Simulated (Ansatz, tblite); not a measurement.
Spin states of the cluster Na₅ (the lowest doublet isomer of a short search), each relaxed with PBE/def2-SVP in Ansatz. Electronic energies in the gas phase.

The xTB rows come from tblite. B3LYP takes the VWN-RPA correlation. The structure comes from a short search, and lower isomers may exist.

Doublet geometry (C2v within 0.1 Å):

```xyz
5

Na   -0.942    1.800   -1.544
Na    1.117   -0.298    0.414
Na   -0.262   -2.885    2.196
Na    2.451    2.278   -1.422
Na   -2.364   -0.894    0.357
```

Quartet geometry:

```xyz
5

Na    1.588    1.607    0.819
Na   -1.017   -0.934    0.609
Na   -1.676   -1.806   -3.140
Na    0.421    0.524    3.934
Na    0.684    0.608   -2.223
```

⟨S²⟩: doublet 0.80 at PBE0/def2-TZVP (pure 0.75), quartet 3.76 at PBE0/def2-TZVP (pure 3.75).

Run but left out: HF/6-31G, HF/def2-SVP, HF/def2-TZVP, MP2/def2-SVP, MP2/def2-TZVP, CCSD/def2-SVP, CCSD(T)/def2-SVP (doublet: ⟨S²⟩ 1.33 to 1.40, where a pure state has 0.75).

Only these spin states were relaxed.

```csv
level,quartet − doublet (kcal/mol),lowest of these
revPBE/def2-TZVP,19.0,doublet
B97M-V/def2-TZVP,19.5,doublet
PBE0/def2-TZVP,19.6,doublet
CAM-B3LYP/def2-TZVP,22.9,doublet
```

**Question.** Estimate the rows for GFN1-xTB, GFN2-xTB, PBE/def2-TZVP, B3LYP/6-31G.

**Answer.** 
```tsv
level	quartet − doublet (kcal/mol)	lowest of these
GFN1-xTB	46.0	doublet
GFN2-xTB	39.7	doublet
PBE/def2-TZVP	19.9	doublet
B3LYP/6-31G	21.9	doublet
```

The xTB methods have no term that favours high spin, so they put low spin too low.
